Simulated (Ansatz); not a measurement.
`[SeH]C1CCS1`, charge 0, multiplicity 1.

(1) Give a relaxed structure at PBE0-D4/def2-TZVP (Ansatz 0.2.0). (Best estimate.)

## Answers

(1) Ansatz gave: 
Z-matrix (Å, degrees):
```
C
C 1 1.533
Se 1 1.961 2 115.6
S 1 1.819 2 91.1 3 112.0
H 1 1.087 2 116.8 3 -129.5
C 2 1.531 1 96.1 3 -94.1
H 2 1.093 1 109.4 3 151.6
H 2 1.091 1 115.4 3 28.4
H 3 1.474 1 95.4 2 -76.8
H 6 1.089 2 116.3 1 -135.3
H 6 1.090 2 113.7 1 95.5
```
This is one stationary point; other conformers may exist.
